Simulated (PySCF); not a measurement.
All values below come from B3LYP-D3(BJ)/def2-TZVP // PBE-D3(BJ)/def2-SVP (PySCF). Gas-phase values, no solvent. One relaxed conformer stands for a flexible species; it need not be the lowest. B3LYP has the VWN-RPA correlation part, as in Gaussian. 

Reference species: [Ni(H2O)4(NH3)2]2+ (excited triplet) (charge +2, multiplicity 3).

The charge on the central atom (Mulliken) is 0.76 e and the coordination number is 6.

Changed species: [Ni(H2O)(NH3)5]2+ (triplet; the order of the spin states depends on the level) (5 of 6 H2O replaced by NH3, multiplicity 3; the reference has 2 of 6 H2O replaced by NH3, multiplicity 3).

**Question.** Predict the effect on the charge on the central atom (Mulliken) and coordination number.

**Answer.** the charge on the central atom (Mulliken) falls by 0.07 e, to 0.69 e; the coordination number stays essentially unchanged.
